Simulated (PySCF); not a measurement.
Two-component Hartree-Fock for W (tungsten, neutral)

Start: [Xe] 4f14 5d4 6s2; 5d5/2 filled at m_j = -1/2, +1/2, +3/2, +5/2. Calculated with PySCF 2.14 in x2c-SVPall-2c with one added diffuse shell each of s, d type (8s9p10d2f, 99 functions): generalised Hartree-Fock with the X2C-1e Hamiltonian and a Gaussian nucleus; one run each with spin-orbit coupling (SO) switched off, then screened by Boettger's factors. This is a chosen level, not necessarily the ground level.

| spinor shell | electrons | ε, spin-free (eV) | ε, screened SO (eV) | weight of nominal j (screened SO) | rms radius, screened SO (bohr) |
| --- | --- | --- | --- | --- | --- |
| 1s1/2 | 2 | -69896.7 | -69875.4 | 1.000 | 0.0208 |
| 2s1/2 | 2 | -12206.2 | -12199.6 | 1.000 | 0.0838 |
| 2p1/2 | 2 | -10679.3 | -11646.1 | 1.000 | 0.0713 |
| 2p3/2 | 4 | -10679.3 | -10286.9 | 1.000 | 0.0787 |
| 3s1/2 | 2 | -2873.9 | -2871.7 | 1.000 | 0.214 |
| 3p1/2 | 2 | -2413.8 | -2625.4 | 1.000 | 0.206 |
| 3p3/2 | 4 | -2413.8 | -2326.4 | 1.000 | 0.221 |
| 3d3/2 | 4 | -1878.4 | -1915.9 | 1.000 | 0.195 |
| 3d5/2 | 6 | -1878.4 | -1851.5 | 1.000 | 0.199 |
| 4s1/2 | 2 | -625.60 | -624.98 | 1.000 | 0.478 |
| 4p1/2 | 2 | -471.91 | -521.37 | 1.000 | 0.487 |
| 4p3/2 | 4 | -471.91 | -451.42 | 1.000 | 0.519 |
| 4d3/2 | 4 | -273.19 | -280.86 | 0.999 | 0.544 |
| 4d5/2 | 6 | -273.19 | -267.63 | 1.000 | 0.556 |
| 5s1/2 | 2 | -94.064 | -94.013 | 1.000 | 1.15 |
| 5p1/2 | 2 | -52.962 | -60.516 | 0.943 | 1.32 |
| 5p3/2 | 4 | -52.962 | -49.706 | 0.954 | 1.35 |
| 4f5/2 | 6 | -50.302 | -51.354 | 0.987 | 0.670 |
| 4f7/2 | 8 | -50.302 | -49.129 | 0.984 | 0.678 |
| 5d5/2 | 4 | -10.342 | -10.269 | 0.583 | 2.17 |
| 6s1/2 | 2 | -7.269 | -7.268 | 0.988 | 3.68 |

| quantity | spin-free | screened SO |
| --- | --- | --- |
| E (hartree) | -16129.81138 | -16148.70585 |
| M_J | 4 | 4 |
| ⟨J²⟩ | 20.131 | 20.134 |
| ⟨L²⟩ | 6.097 | 6.704 |
| ⟨S²⟩ | 6.034 | 5.815 |

Each row is a mean over spinors that exchange with the open shell spreads, by up to 6.431 eV (5p3/2).

Rows whose weight is well below 1 are mixtures of j = l ± 1/2: exchange outweighs spin-orbit coupling there, and the label is only the starting occupation.

⟨J²⟩ departs a little from M_J(M_J + 1) because the unrestricted spinors polarise the closed shells.

Breit and QED terms are absent; they matter most for the inner s and p1/2 levels.

Densities and radii are taken from the X2C orbitals without a picture-change correction, which distorts them close to the nucleus.

Without spin-orbit coupling the j labels of p, d and f shells carry no meaning; the spin-free column gives the mean over the occupied spinors of each nl shell.
